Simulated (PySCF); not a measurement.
The 2-electron isoelectronic series, non-relativistic

All values are computed (PySCF 2.14, energy differences of UHF-based or UKS calculations, no spin-orbit coupling). Each ion has its own even-tempered basis scaled to its charge (15s7p4d3f3g for the first); frozen: nothing. Ionisation energies in eV, correlation energies of the ion in mhartree.

```json
{"ion": "Ce⁵⁶⁺", "configuration": "1s2 (1S)", "UHF": "44786.1", "MP2 (all electrons)": "44787.4", "CCSD (all electrons)": "44787.4", "CCSD(T) (all electrons)": "44787.4", "CCSDT (all electrons)": "44787.4", "FCI (all electrons)": "44787.4", "LDA": "44723.3", "E_corr MP2": "-45.6", "E_corr CCSD(T)": "-45.8", "NIST (with spin-orbit, Breit and QED)": "46840.31 ± 0.05 (t)"}
{"ion": "Nd⁵⁸⁺", "configuration": "1s2 (1S)", "UHF": "47963.1", "MP2 (all electrons)": "47964.3", "CCSD (all electrons)": "47964.3", "CCSD(T) (all electrons)": "47964.3", "CCSDT (all electrons)": "47964.3", "FCI (all electrons)": "47964.3", "LDA": "47897.8", "E_corr MP2": "-45.6", "E_corr CCSD(T)": "-45.8", "NIST (with spin-orbit, Breit and QED)": "50339.59 ± 0.06 (t)"}
{"ion": "Pm⁵⁹⁺", "configuration": "1s2 (1S)", "UHF": "49592.4", "MP2 (all electrons)": "49593.6", "CCSD (all electrons)": "n/a", "CCSD(T) (all electrons)": "n/a", "CCSDT (all electrons)": "n/a", "FCI (all electrons)": "n/a", "LDA": "49525.9", "E_corr MP2": "-45.6", "E_corr CCSD(T)": "n/a", "NIST (with spin-orbit, Breit and QED)": "52144.29 ± 0.06 (t)"}
{"ion": "Sm⁶⁰⁺", "configuration": "1s2 (1S)", "UHF": "51248.8", "MP2 (all electrons)": "51250.1", "CCSD (all electrons)": "51250.1", "CCSD(T) (all electrons)": "51250.1", "CCSDT (all electrons)": "51250.1", "FCI (all electrons)": "51250.1", "LDA": "51181.2", "E_corr MP2": "-45.6", "E_corr CCSD(T)": "-45.8", "NIST (with spin-orbit, Breit and QED)": "53986.12 ± 0.07 (t)"}
{"ion": "Gd⁶²⁺", "configuration": "1s2 (1S)", "UHF": "54643.5", "MP2 (all electrons)": "54644.7", "CCSD (all electrons)": "54644.7", "CCSD(T) (all electrons)": "54644.7", "CCSDT (all electrons)": "54644.7", "FCI (all electrons)": "54644.7", "LDA": "54573.4", "E_corr MP2": "-45.6", "E_corr CCSD(T)": "-45.8", "NIST (with spin-orbit, Breit and QED)": "57783.91 ± 0.08 (t)"}
{"ion": "Dy⁶⁴⁺", "configuration": "1s2 (1S)", "UHF": "58146.9", "MP2 (all electrons)": "58148.2", "CCSD (all electrons)": "58148.2", "CCSD(T) (all electrons)": "58148.2", "CCSDT (all electrons)": "58148.2", "FCI (all electrons)": "58148.2", "LDA": "58074.5", "E_corr MP2": "-45.6", "E_corr CCSD(T)": "-45.8", "NIST (with spin-orbit, Breit and QED)": "61736.62 ± 0.1 (t)"}
{"ion": "Er⁶⁶⁺", "configuration": "1s2 (1S)", "UHF": "61759.2", "MP2 (all electrons)": "61760.5", "CCSD (all electrons)": "61760.5", "CCSD(T) (all electrons)": "61760.5", "CCSDT (all electrons)": "61760.5", "FCI (all electrons)": "61760.5", "LDA": "61684.4", "E_corr MP2": "-45.6", "E_corr CCSD(T)": "-45.8", "NIST (with spin-orbit, Breit and QED)": "65848.24 ± 0.12 (t)"}
{"ion": "Yb⁶⁸⁺", "configuration": "1s2 (1S)", "UHF": "65480.4", "MP2 (all electrons)": "65481.6", "CCSD (all electrons)": "65481.6", "CCSD(T) (all electrons)": "65481.6", "CCSDT (all electrons)": "65481.6", "FCI (all electrons)": "65481.6", "LDA": "65403.2", "E_corr MP2": "-45.7", "E_corr CCSD(T)": "-45.8", "NIST (with spin-orbit, Breit and QED)": "70123.04 ± 0.14 (t)"}
{"ion": "Hf⁷⁰⁺", "configuration": "1s2 (1S)", "UHF": "69310.4", "MP2 (all electrons)": "69311.6", "CCSD (all electrons)": "69311.6", "CCSD(T) (all electrons)": "69311.6", "CCSDT (all electrons)": "69311.6", "FCI (all electrons)": "69311.6", "LDA": "69230.8", "E_corr MP2": "-45.7", "E_corr CCSD(T)": "-45.8", "NIST (with spin-orbit, Breit and QED)": "74565.91 ± 0.16 (t)"}
{"ion": "W⁷²⁺", "configuration": "1s2 (1S)", "UHF": "73249.2", "MP2 (all electrons)": "73250.5", "CCSD (all electrons)": "73250.5", "CCSD(T) (all electrons)": "73250.5", "CCSDT (all electrons)": "73250.5", "FCI (all electrons)": "73250.5", "LDA": "73167.3", "E_corr MP2": "-45.7", "E_corr CCSD(T)": "-45.8", "NIST (with spin-orbit, Breit and QED)": "79181.94 ± 0.19 (t)"}
```

Each ion has its own basis, which adds noise of up to about 0.1 % along the series.

NIST values marked (s) are semi-empirical, (t) theoretical. Open shells are high-spin determinants of the terms that Hund's rules give.

All relativistic terms are absent from the calculated values; where these lie close to NIST, scalar and spin-orbit shifts of opposite sign can cancel.
